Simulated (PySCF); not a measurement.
## Excitation energy of Zn(2+) by level of theory

Zn(2+) [Ar] 3d10 (1S) → Zn(2+) [Ar] 3d9 4p1 (high-spin determinant), as a difference of total energies. All numbers are calculated (PySCF 2.14, the spin-free X2C one-electron Hamiltonian (Gaussian nucleus), in ANO-RCC-VTZP (6s5p3d2f1g, 59 functions)). Correlated levels: valence: [Ar] frozen; valence and next inner shell: [Ne] frozen. The calculations carry no spin-orbit coupling.

```json
{"method": "UHF", "excitation energy (eV)": "15.313"}
{"method": "LDA", "excitation energy (eV)": "17.367"}
{"method": "PBE", "excitation energy (eV)": "16.831"}
{"method": "PBE0", "excitation energy (eV)": "16.677"}
{"method": "r2SCAN", "excitation energy (eV)": "16.540"}
{"method": "B3LYP", "excitation energy (eV)": "16.685"}
{"method": "M06-L", "excitation energy (eV)": "17.017"}
{"method": "MN15", "excitation energy (eV)": "17.472"}
{"method": "MP2 (valence)", "excitation energy (eV)": "17.770"}
{"method": "SCS-MP2 (valence)", "excitation energy (eV)": "17.531"}
{"method": "MP2 (valence and next inner shell)", "excitation energy (eV)": "18.246"}
{"method": "SCS-MP2 (valence and next inner shell)", "excitation energy (eV)": "17.897"}
```

Task: How much does correlation contribute at MP2 (valence and next inner shell)?

Result: 18.246 − (15.313) = 2.933 eV, measured against UHF.

A first-order spin-orbit estimate (lowest level to lowest level, LS coupling) adds -0.095 eV.

The basis was made for the ground configuration and has no added diffuse functions, so the excitation energy can come out too high.

The determinant of the upper state mixes LS terms, which raises its energy above the lowest term, most at the Hartree-Fock and MP2 levels.
